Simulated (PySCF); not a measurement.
H3O3Ti, neutral, multiplicity 2. Atoms are numbered in the order given.

```xyz
7

Ti     0.0000     0.0000     0.0000
O     -1.6740    -0.6540     0.0000
H     -2.6230    -0.5023     0.0000
O      0.2706     1.7767     0.0000
H      0.8765     2.5227     0.0000
O      1.4034    -1.1227     0.0000
H      1.7465    -2.0205     0.0000
```
Charge 0, spin multiplicity 2.

The structure is a stationary point at B3LYP-D3(BJ)/def2-SVP. The spin state was assumed, not searched. The isomer is the one that the SMILES or the coordinates give; other isomers of the formula were not compared. Other conformers were not sampled.

Level of theory: TDA-ωB97X/def2-SVPD in PySCF.

Vertical excitations; the highest root listed may be one member of a degenerate set. 

```tsv
state	energy (eV)	λ (nm)	f	main pairs
root 1	1.02	1212	0.000	α HOMO→LUMO+1, α HOMO→LUMO+2 (degenerate set)
root 2	1.02	1212	0.000	α HOMO→LUMO+2, α HOMO→LUMO+1 (degenerate set)
root 3	2.30	540	0.002	α HOMO→LUMO+6 56 %, α HOMO→LUMO+3 40 %
root 4	2.30	539	0.002	α HOMO→LUMO+7 56 %, α HOMO→LUMO+4 39 %
root 5	5.03	246	0.000	α HOMO→LUMO 89 %
root 6	5.64	220	0.133	α HOMO→LUMO+5 91 %
root 7	5.75	216	0.000	β HOMO→LUMO 91 %
root 8	6.20	200	0.063	β HOMO−1→LUMO 91 %
root 9	6.29	197	0.000	β HOMO−3→LUMO 90 %
root 10	6.30	197	0.000	β HOMO−2→LUMO 90 %
```
Unrestricted roots are not spin-pure.
